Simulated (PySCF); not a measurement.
Species: C5H3O3 (doublet state).
SMILES with atom numbers: `[O:1]=[C:2]([OH:3])[c:4]1[cH:5][c:6][cH:7][o:8]1` (hydrogens: H9 on O3; H10 on C5; H11 on C7)

The geometry is computed with GFN2-xTB (gas phase). This method treats the open shell by occupation alone, without spin polarisation.

Q: What internal coordinates does the optimisation give?

A: 
| bond | length (Å) |
| --- | --- |
| O1=C2 | 1.203 |
| C2–O3 | 1.343 |
| C2–C4 | 1.462 |
| C4–C5 | 1.382 |
| C5–C6 | 1.393 |
| C6–C7 | 1.359 |
| C7–O8 | 1.339 |
| C4–O8 | 1.355 |
| O3–H9 | 0.970 |
| C5–H10 | 1.069 |
| C7–H11 | 1.071 |

A selection of angles:
| angle | degrees |
| --- | --- |
| O1–C2–O3 | 123.2 |
| O1–C2–C4 | 125.1 |
| O3–C2–C4 | 111.7 |
| C2–C4–C5 | 130.3 |
| C2–C4–O8 | 119.0 |
| C5–C4–O8 | 110.8 |
| C4–C5–C6 | 104.0 |
| C5–C6–C7 | 108.9 |
| C6–C7–O8 | 109.3 |
| C4–O8–C7 | 107.1 |
| H9–O3–C2 | 109.5 |

Dihedral angles: O1–C2–C4–C5 180° (antiperiplanar); H9–O3–C2–O1 0° (synperiplanar).

The 4 C–O bonds span 1.203 Å (O1=C2, drawn double) to 1.355 Å (C4–O8, aromatic), a spread of 0.152 Å. C5 (carbon bonded to 2 C and H) is planar (angles 129.3°, 126.7° and 104.0°, sum 360.0°, 0.00 Å off the plane of its three neighbours). C7 (carbon bonded to C, O and H) is planar (angles 132.5°, 118.2° and 109.3°, sum 360.0°, 0.00 Å off the plane of its three neighbours). The 5-membered ring C4–C5–C6–C7–O8 has internal angles of 104.0° to 110.8°; it is planar, 0.00 Å rms from its mean plane, widest ring torsion 0°. The 4 C–C bonds span 1.359 Å (C6–C7, aromatic) to 1.462 Å (C2–C4, drawn single), a spread of 0.103 Å. Of the pairs four or more bonds apart, O3···H10 is among the closest relative to their van der Waals radii: 2.75 Å, 101 % of the sum of Bondi's values. C4 (carbon bonded to 2 C and O) is planar (angles 130.3°, 119.0° and 110.8°, sum 360.0°, 0.00 Å off the plane of its three neighbours).

Point group: Cs (every atom within 0.08 Å of its image). Not checked by GFN2-xTB frequencies. Torsions: O1–C2–O3–H 0°, O1–C2–C4–C5 180°.

One conformer stands for the species.
